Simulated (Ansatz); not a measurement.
Ligand-field states of CoMe2 (C2H6Co) at its PBE0-D4/def2-TZVP geometry (relaxed as a quartet).

Cartesian coordinates in Å:
```
Co 0.303 0.180 -0.474
C -0.236 1.807 0.520
H -1.326 1.876 0.604
H 0.113 2.718 0.019
H 0.182 1.808 1.532
C 0.248 -1.799 -0.540
H 0.711 -2.236 0.352
H 0.787 -2.187 -1.413
H -0.782 -2.167 -0.600
```

CASSCF(7,5) on the Co 3d shell in def2-TZVP, averaged with equal weights over 10 quartets and 12 doublets, then SC-NEVPT2; Ansatz, no spin–orbit coupling. The space holds no ligand orbitals and no second d shell, so covalent complexes are described poorly.

(1) Estimate the states' energies above the lowest.

Results:

(1) 
| state | CASSCF (cm⁻¹) | NEVPT2 (cm⁻¹) |
| --- | --- | --- |
| quartet 1 | 0 | 0 |
| quartet 2 | 133 | 307 |
| quartet 3 | 1204 | 1336 |
| quartet 4 | 1330 | 1518 |
| quartet 5 | 2213 | 2502 |
| quartet 6 | 2347 | 3061 |
| quartet 7 | 2773 | 3680 |
| quartet 8 | 16772 | 13993 |
| quartet 9 | 20283 | 17447 |
| quartet 10 | 21806 | 19864 |
| doublet 1 | 18029 | 16482 |
| doublet 2 | 18110 | 16531 |
| doublet 3 | 18161 | 16299 |
| doublet 4 | 18425 | 17193 |
| doublet 5 | 18536 | 17328 |
| doublet 6 | 19003 | 18017 |
| doublet 7 | 19110 | 18318 |
| doublet 8 | 20221 | 19054 |
| doublet 9 | 20280 | 19286 |
| doublet 10 | 21695 | 19729 |
| doublet 11 | 22040 | 20023 |
| doublet 12 | 22401 | 19664 |
The lowest NEVPT2 state is a quartet. Hardware: 4 threads of Arm Neoverse V2 on a shared host. Wall time 18 s.
